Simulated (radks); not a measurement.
The numbers below are computed, except where a source is named.
The chlorine anion Cl- inside a hard spherical wall (all orbitals vanish at R), configuration held at [Ar] and not refilled when levels cross. Code: a radial shooting solver on a logarithmic mesh with Libxc functionals. Model: non-relativistic Kohn-Sham, r2SCAN, spin-polarised, spherical densities, point nucleus; meta-GGA in the generalised Kohn-Sham scheme. Eigenvalues in eV for spin up, with the zero of energy where the potential of the charges vanishes at infinity; a dash marks a level that is unbound or too diffuse for the functional's potential to be trusted. A positive occupied level is held by the wall or, in an anion where self-interaction has pushed it up, behind a barrier. The pressure on the wall is -dE/dV.

R (bohr)  E (hartree)  kinetic (hartree)    e(2s)    e(2p)    e(3s)   e(3p)  e(4s, empty)  e(4p, empty)  pressure (GPa)
15         -460.26486            459.692  -246.03  -184.48  -11.951   0.006         3.490         3.918        < 0.0001
10         -460.26446            459.696  -245.97  -184.42  -11.901   0.053         5.320         6.616         0.00873
6          -460.24171            459.827  -244.78  -183.22  -10.971   0.964        11.415        15.620            1.75
4          -459.96382            461.120  -238.41  -176.81   -6.629   5.676        29.675        37.691            63.9
3.5        -459.62916            462.488  -233.42  -171.77   -3.297   9.463        42.927        52.296             190
3          -458.84378            465.377  -224.73  -162.97    2.818  16.467        66.617        77.371             624
2.5        -456.86262            471.791  -209.37  -147.33   15.140  30.417        112.25        123.87            2350
1.5        -433.09095            531.611  -127.99  -63.119   128.09  147.99        457.16        450.96           69100
